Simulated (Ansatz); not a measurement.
Born–Oppenheimer molecular dynamics of C₂H₆FNSSi (12 atoms, charge 0, multiplicity 1). It starts from a relaxed structure.

Method: RKS B3LYP-D4/STO-3G (Ansatz).

```json
{
 "ensemble": "NVE (velocity Verlet)",
 "time step": "0.5 fs",
 "steps asked": "214",
 "starting velocities drawn for": "1000 K",
 "seed": "274252"
}
```

First frame:

```xyz
12
Properties=species:S:1:pos:R:3
F -0.616 -2.117 -1.434
Si 0.530 -1.655 -0.358
C -0.011 -0.682 1.086
N 0.805 0.088 -0.016
C -0.076 1.087 -0.755
S -0.168 2.699 0.116
H 1.692 -2.516 -0.372
H -1.071 -0.407 1.192
H 0.501 -0.709 2.059
H 0.395 1.282 -1.737
H -1.103 0.701 -0.947
H -0.801 2.173 1.201
```

How far do the bonds stretch over the last three quarters of this one trajectory? (Pairs bonded in most of those frames.)


```csv
bond,mean (Å),spread (Å),shortest,longest
F1–Si2,1.638,0.023,1.58,1.68
Si2–C3,1.830,0.049,1.74,1.93
Si2–N4,1.793,0.047,1.72,1.88
Si2–H7,1.452,0.052,1.38,1.53
C3–N4,1.573,0.057,1.45,1.67
C3–H8,1.108,0.038,1.04,1.17
C3–H9,1.102,0.025,1.05,1.15
N4–C5,1.517,0.032,1.47,1.57
C5–S6,1.843,0.028,1.79,1.89
C5–H10,1.118,0.036,1.05,1.18
C5–H11,1.123,0.033,1.06,1.18
S6–H12,1.363,0.022,1.33,1.40
```

Mean temperature of the second half: 500 K. The conserved energy stayed within 0.68 meV per atom of its start (net change 0.36 meV per atom), so the integration is sound. The temperature averaged 0.50 of the 1000 K drawn at the start: a run that starts near a minimum puts about half its kinetic energy into the potential. A run of 0.11 ps of so small a system gives no equilibrium averages. Limits of this set-up: minimal basis.

Run time: 11 min on 1 thread of Intel(R) Xeon(R) Processor @ 2.70GHz (shared host), peak memory 0.12 GiB.
